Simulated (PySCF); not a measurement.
# Bond curve of SrMg

Set-up: Sr def2-SVP with ECP28, Mg def2-SVP; scalar-relativistic core potentials (PySCF 2.14). Energies in eV from Sr + Mg in their ground configurations at the same level. State: ¹Σ⁺ (singlet), closed shell.

All columns are PBE0. A positive dipole means Sr(−)Mg(+).

```tsv
R (Å)	E (eV)	μ (D)	Mulliken charge on Sr (basis-dependent)	HOMO (eV)	LUMO (eV)	Mayer bond order	⟨S²⟩
3.546	-0.051	0.00	0.21	-3.72	-1.50	0.55	0.00
3.711	-0.107	-0.10	0.18	-3.77	-1.42	0.52	0.00
3.876	-0.135	-0.18	0.15	-3.82	-1.35	0.48	0.00
3.999	-0.143	-0.23	0.12	-3.85	-1.33	0.45	0.00
4.123	-0.145	-0.26	0.10	-3.88	-1.34	0.42	0.00
4.247	-0.141	-0.29	0.08	-3.91	-1.33	0.38	0.00
4.412	-0.131	-0.32	0.06	-3.94	-1.33	0.34	0.00
4.618	-0.114	-0.33	0.04	-3.97	-1.32	0.28	0.00
4.865	-0.092	-0.32	0.02	-4.00	-1.31	0.22	0.00
5.195	-0.066	-0.29	0.01	-4.03	-1.28	0.16	0.00
```

A fit through these points gives, at Re = 4.085 Å, μ = -0.25 D and dμ/dR = -0.287 D/Å; the reduced mass is 18.84 u.

Problem. How strong is the fundamental in the double-harmonic approximation, I = 42.26·(dμ/dR)²/μred km/mol?

Solution. I = 42.26·(-0.287)²/18.84 = 0.185 km/mol at PBE0.

Closed-shell solutions of metal pairs were not tested for spin polarisation, which can lower them a little. The bond is weak. Basis-set superposition, not corrected here, can be much of De in a small basis, most of all at correlated wavefunction levels. Functionals without a dispersion term scatter widely for such bonds, and LDA overbinds them.
